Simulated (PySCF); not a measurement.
Atoms are numbered as in `[CH:1]#[C:2][CH2:3]/[C:4](=[CH:5]/[Cl:6])[C:7]([CH3:8])=[O:9]`; H(Xn) means a hydrogen on atom n.

Geometry: GFN2-xTB; GIAO absolute shieldings from PySCF 2.14.0 with density-fitted response routines, gas phase, non-relativistic, averaged over equivalent atoms.

At LDA/pcSseg-0 (99 basis functions, 18 s wall time on 1 thread of an Arm Neoverse N1, shared host):
```
atoms  σ (ppm)
   C7    -28.9
   C4     39.7
   C5     48.5
   C2    103.1
   C1    108.5
   C8    152.1
   C3    162.9
  Cl6    719.1
   O9   -428.5
H(C5)    26.24
H(C3)    29.32
H(C8)    29.65
H(C1)    31.27
```

Question: What do these become at PBE0/pcSseg-1?

Answer: 
```
atoms  σ at PBE0/pcSseg-1  change
   C7               -19.8    +9.1
   C4                37.9    -1.8
   C5                53.5    +5.0
   C2               101.7    -1.4
   C1               109.1    +0.6
   C8               150.9    -1.2
   C3               160.3    -2.6
  Cl6               729.3   +10.2
   O9              -350.5   +78.0
H(C5)               25.14   -1.10
H(C3)               28.41   -0.91
H(C8)               29.00   -0.65
H(C1)               30.24   -1.03
```

The largest change is at O9 (ketone oxygen). Cost: 195 basis functions, 49 s wall time on 1 thread of an Arm Neoverse N1, shared host. The order of the carbon signals is the same at both levels.

Carbons that carry Cl, above all several Cl atoms, come out too deshielded, partly because spin–orbit coupling is missing.
